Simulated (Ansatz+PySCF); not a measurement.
The numbers below are computed, except where a source is named.
## Several solutions for singlet BeO

```xyz
2

Be    0.0000    0.0000   -2.6769
O     0.0000    0.0000    1.3385
```

Basis set: cc-pVDZ (spherical functions). Charge 0, multiplicity 1.

CASSCF(8,8) was run from several starts with Ansatz (development build ahead of 0.2.0) and PySCF 2.14.0. The starts are those of the Hartree–Fock orbitals from which the active space was taken at the frontier.

```
run  program                        start  converged  energy (hartree)  <S²>
  A   Ansatz  search for the lowest state        yes         -89.33345  0.00
  B   Ansatz      atomic start, no search        yes         -89.32112  0.00
  C    PySCF             program defaults        yes         -89.32112  0.00
  D   Ansatz      stability test followed        yes         -89.32134  0.00
```

(1) Which runs reached the lowest solution of this kind, and what is wrong with the others?

Answers

(1) A reached the lowest solution found. Converged but too high: B by 0.34 eV, C by 0.34 eV, D by 0.33 eV. Convergence only shows a stationary point; in CASSCF the end hangs on which orbitals enter the active space. Caution: another spin multiplicity may lie lower. Caution: other starts end on other solutions of this active space.
